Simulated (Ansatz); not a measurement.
## Nudged elastic band run: H$_{4}$O$_{2}$Si$_{2}$

Input:

```yaml
crystal:
  periodic: [false, false, false]
  atoms:
    - { symbol: O, position_ang: [1.268015, -1.395423, 1.609551] }
    - { symbol: Si, position_ang: [0.819497, -0.378995, 0.526702] }
    - { symbol: O, position_ang: [1.815354, 0.638795, -0.340461] }
    - { symbol: Si, position_ang: [-1.336741, 0.073927, -0.285676] }
    - { symbol: H, position_ang: [2.765695, 0.560741, -0.124103] }
    - { symbol: H, position_ang: [-1.416782, -0.398909, -1.710674] }
    - { symbol: H, position_ang: [-2.335848, -0.656288, 0.561152] }
    - { symbol: H, position_ang: [-1.579199, 1.556151, -0.2365] }
basis:
  gaussian: { orbitals: def2-SVP }
hamiltonian:
  xc: pbe
  dispersion: d4
neb:
  order_check: false
  images: 6
  f_tol: 0.03
  max_iterations: 60
  initial_path: idpp
  climbing: false
  final_atoms:
    - { symbol: O, position_ang: [1.14865673, -1.78622915, 1.51170661] }
    - { symbol: Si, position_ang: [0.90950777, -0.56061789, 0.59662378] }
    - { symbol: O, position_ang: [2.12907769, 0.44081938, 0.06726316] }
    - { symbol: Si, position_ang: [-1.18596995, 0.07922124, -0.27355121] }
    - { symbol: H, position_ang: [1.8541449, 1.19801843, -0.48244903] }
    - { symbol: H, position_ang: [-1.35111295, -0.57540363, -1.6181358] }
    - { symbol: H, position_ang: [-2.27150661, -0.36863881, 0.65867133] }
    - { symbol: H, position_ang: [-1.23280657, 1.57282943, -0.46013783] }
```

Run as:

```bash
$ ansatz run input.yaml --threads 1 --pin off --max-ram 2048MiB --backend cpu --events-out ev --progress --plain --runs-dir out
```

Output, in part (warnings, iteration lines, the closing report on the highest movable image, with atoms numbered from 0):

```
NEB end point (image 0): max|allowed force component| = 1.376e-2 eV/Å (the criterion of neb.relax_end_points is 1.000e-2)
NEB end point (image 7): max|allowed force component| = 3.088e-3 eV/Å (the criterion of neb.relax_end_points is 1.000e-2)
NEB iter   1: max|band force component| = 1.106e0 eV/Å  barrier→ = 0.4637 eV  barrier← = 0.2967 eV  Δτ_max = 0.0936 Å  (213 SCF iters)
NEB iter   2: max|band force component| = 4.940e-1 eV/Å  barrier→ = 0.4181 eV  barrier← = 0.2511 eV  Δτ_max = 0.0542 Å  (168 SCF iters)
NEB iter   3: max|band force component| = 3.358e-1 eV/Å  barrier→ = 0.4019 eV  barrier← = 0.2350 eV  Δτ_max = 0.0740 Å  (173 SCF iters)
NEB iter   4: max|band force component| = 4.789e-1 eV/Å  barrier→ = 0.4164 eV  barrier← = 0.2494 eV  Δτ_max = 0.0374 Å  (170 SCF iters)
NEB iter   5: max|band force component| = 4.230e-1 eV/Å  barrier→ = 0.4065 eV  barrier← = 0.2396 eV  Δτ_max = 0.0371 Å  (169 SCF iters)
NEB iter   6: max|band force component| = 3.311e-1 eV/Å  barrier→ = 0.3951 eV  barrier← = 0.2282 eV  Δτ_max = 0.0363 Å  (170 SCF iters)
NEB iter   7: max|band force component| = 2.105e-1 eV/Å  barrier→ = 0.3883 eV  barrier← = 0.2213 eV  Δτ_max = 0.0187 Å  (174 SCF iters)
NEB iter   8: max|band force component| = 1.891e-1 eV/Å  barrier→ = 0.3854 eV  barrier← = 0.2184 eV  Δτ_max = 0.0371 Å  (173 SCF iters)
NEB iter   9: max|band force component| = 1.450e-1 eV/Å  barrier→ = 0.3776 eV  barrier← = 0.2106 eV  Δτ_max = 0.0371 Å  (173 SCF iters)
NEB iter  10: max|band force component| = 1.968e-1 eV/Å  barrier→ = 0.3679 eV  barrier← = 0.2009 eV  Δτ_max = 0.0186 Å  (173 SCF iters)
NEB iter  11: max|band force component| = 1.836e-1 eV/Å  barrier→ = 0.3610 eV  barrier← = 0.1940 eV  Δτ_max = 0.0187 Å  (172 SCF iters)
NEB iter  12: max|band force component| = 1.636e-1 eV/Å  barrier→ = 0.3556 eV  barrier← = 0.1887 eV  Δτ_max = 0.0372 Å  (173 SCF iters)
NEB iter  13: max|band force component| = 1.754e-1 eV/Å  barrier→ = 0.3424 eV  barrier← = 0.1754 eV  Δτ_max = 0.0728 Å  (170 SCF iters)
NEB iter  14: max|band force component| = 2.364e-1 eV/Å  barrier→ = 0.3160 eV  barrier← = 0.1490 eV  Δτ_max = 0.0723 Å  (170 SCF iters)
NEB iter  15: max|band force component| = 2.094e-1 eV/Å  barrier→ = 0.2909 eV  barrier← = 0.1239 eV  Δτ_max = 0.0758 Å  (169 SCF iters)
NEB iter  16: max|band force component| = 2.401e-1 eV/Å  barrier→ = 0.2791 eV  barrier← = 0.1122 eV  Δτ_max = 0.0747 Å  (169 SCF iters)
NEB iter  17: max|band force component| = 1.595e-1 eV/Å  barrier→ = 0.2797 eV  barrier← = 0.1127 eV  Δτ_max = 0.0599 Å  (172 SCF iters)
NEB iter  18: max|band force component| = 1.193e-1 eV/Å  barrier→ = 0.2841 eV  barrier← = 0.1171 eV  Δτ_max = 0.0290 Å  (172 SCF iters)
NEB iter  19: max|band force component| = 9.189e-2 eV/Å  barrier→ = 0.2805 eV  barrier← = 0.1135 eV  Δτ_max = 0.0335 Å  (174 SCF iters)
NEB iter  20: max|band force component| = 7.711e-2 eV/Å  barrier→ = 0.2772 eV  barrier← = 0.1102 eV  Δτ_max = 0.0173 Å  (164 SCF iters)
NEB iter  21: max|band force component| = 2.821e-2 eV/Å  barrier→ = 0.2768 eV  barrier← = 0.1098 eV  Δτ_max = 0.0000 Å  (332 SCF iters)
Total energy: -19894.67217073 eV, -731.1157171811 hartree
Atom 0 at     1.122015    -1.550771     1.707966 Å, force     0.037121     0.038524     0.015089 eV/Å
Atom 1 at     0.841837    -0.540091     0.566552 Å, force    -0.038394    -0.001504    -0.019900 eV/Å
Atom 2 at     1.962153     0.268660    -0.359122 Å, force    -0.065109     0.031498    -0.077759 eV/Å
Atom 3 at    -1.252297     0.062077    -0.304016 Å, force    -0.015190    -0.008160    -0.006173 eV/Å
Atom 4 at     2.356461     1.119193    -0.104845 Å, force     0.100062    -0.035219     0.087055 eV/Å
Atom 5 at    -1.288689    -0.302618    -1.762094 Å, force    -0.003402    -0.009180    -0.005171 eV/Å
Atom 6 at    -2.362642    -0.614820     0.441462 Å, force    -0.015857    -0.003941    -0.000332 eV/Å
Atom 7 at    -1.378846     1.558368    -0.185912 Å, force     0.000769    -0.012018     0.007190 eV/Å
Dipole moment:    -0.130527     0.687416    -0.373051 e Å
```

It converged. No image climbed, so the highest image needn't sit at the top of the path.

Final band (atoms are numbered from 1 in the order of the input):

```csv
image,path coordinate (Å),energy (eV),dihedral O1–Si2–O3–H5 (°)
0,0.00,0.000,0
1,0.33,0.035,-14
2,0.65,0.159,-47
3,0.98,0.277,-87
4,1.31,0.266,-125
5,1.63,0.193,-159
6,1.96,0.168,-178
7,2.29,0.167,-178
```

Time of the run: 4.7 min on 1 thread of Arm Neoverse V1, with other jobs on the host, peak memory 0.12 GiB.
